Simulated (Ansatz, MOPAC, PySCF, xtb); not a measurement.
Complex: C2H2 (SMILES C#C) (first 4 atoms) with HI (SMILES I); geometry from B3LYP-D3(BJ)/def2-TZVP.
(charge 0, multiplicity 1):
```xyz
6

C     -0.33174     0.14492     0.27935
C      0.86025     0.23622     0.34975
H     -1.38993     0.06400     0.21553
H      1.91860     0.31736     0.41061
I      0.03498    -0.07586     4.39688
H      0.12921     0.02758     2.78099
```

Counterpoise-corrected where a basis set is named; no monomer relaxation. Rows marked so take none.

Rows in 3-21G carry no dispersion term and start afresh at each structure; the Pople sets are all-electron and without relativity. The state that AM1 reach isn't checked.

The values were computed with Ansatz (an electronic-structure program) with Gaussian orbitals; MOPAC for AM1 (differences of heats of formation); PySCF for 3-21G rows; xtb for the GFN methods. Values without a source in brackets are computed. In def2 rows elements past Kr take small-core potentials, without spin–orbit coupling.

One of these levels gives -7.3 kJ/mol for the interaction energy. Which one is it?
A) AM1
B) HF/3-21G (no counterpoise)
C) GFN-FF
D) PBE/def2-TZVPPD

D, PBE/def2-TZVPPD. The others give -5.4 (GFN-FF), -3.5 (AM1), -2.2 (HF/3-21G (no counterpoise))
